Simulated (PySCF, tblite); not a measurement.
Isomers of C8H8P2, one GFN2-xTB conformer each. Single-point energies are computed at PBE0/pcSseg-1 (PySCF, gas phase, no added dispersion term), electronic only.

```tsv
SMILES	GFN2-xTB relative energy (kcal/mol)
C#Cc1pcc(C)c(C)p1	21.0
PP1C=C1c1ccccc1	0.0
```

Conformers: `[PH2:1][P:2]1[CH:3]=[C:4]1[c:5]1[cH:6][cH:7][cH:8][cH:9][cH:10]1` with H–P1–P2–C3 164° and -104°, C3–C4–C5–C6 -173°.

**Question.** What does PBE0/pcSseg-1 give for the same structures?

**Answer.** 
```json
{"SMILES": "PP1C=C1c1ccccc1", "PBE0/pcSseg-1 E (Eh)": "-991.60737", "PBE0/pcSseg-1 (kcal/mol)": "0.0", "GFN2-xTB (kcal/mol)": "0.0", "point group": "C1"}
{"SMILES": "C#Cc1pcc(C)c(C)p1", "PBE0/pcSseg-1 E (Eh)": "-991.58389", "PBE0/pcSseg-1 (kcal/mol)": "14.7", "GFN2-xTB (kcal/mol)": "21.0", "point group": "Cs"}
```

Both levels put the same isomer lowest. As drawn, the lower has a three-membered ring and a C=C bond outside aromatic rings, which the higher lacks; the higher has a C≡C bond, which the lower lacks.

**Question.** Which frontier levels, dipoles and rotational constants go with these structures?

**Answer.** 
```
           SMILES  HOMO (eV, PBE0/pcSseg-1)  LUMO (eV)  dipole (D)       A, B, C (MHz)
  PP1C=C1c1ccccc1                     -6.15      -1.62        1.74  2304, 525.3, 474.2
C#Cc1pcc(C)c(C)p1                     -6.84      -2.13        2.90  1822, 763.0, 541.4
```

**Question.** What happens when harmonic zero-point energies from GFN2-xTB frequencies are added?

**Answer.** 
| SMILES | ZPE (kcal/mol) | electronic (kcal/mol) | with ZPE (kcal/mol) |
| --- | --- | --- | --- |
| PP1C=C1c1ccccc1 | 79.1 | 0.0 | 0.0 |
| C#Cc1pcc(C)c(C)p1 | 81.3 | 14.7 | 17.0 |

The zero-point energies span 2.2 kcal/mol. The order is unchanged.
